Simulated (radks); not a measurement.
The mean radii <r> (bohr) of the occupied orbitals of an atom or ion are listed with their occupations. Calculated with a radial shooting solver on a logarithmic mesh with Libxc functionals: Dirac Kohn-Sham, PBE, spin-unpolarised, spherical densities, point nucleus.

orbital  occ.      <r>
1s1/2       2  0.02781
2s1/2       2   0.1192
2p1/2       2   0.1006
2p3/2       4   0.1062
3s1/2       2   0.3170
3p1/2       2   0.3066
3p3/2       4   0.3173
3d3/2       4   0.2862
3d5/2       6   0.2896
4s1/2       1   0.6636

Name the element and its charge. Open shells, if any, are shared by 2j + 1.

Answer. Z = 52, tellurium, charge +23: Te23+ in [Ar] 3d10 4s1. The 1s radius gives Z: for a bare nucleus <r> = (2 gamma + 1)/(2Z) with gamma = sqrt(1 - (Z/c)^2), 0.02741 bohr for Z = 52, and screening makes it slightly larger (0.02781 here). The occupations add up to 29, and the charge is Z minus that.
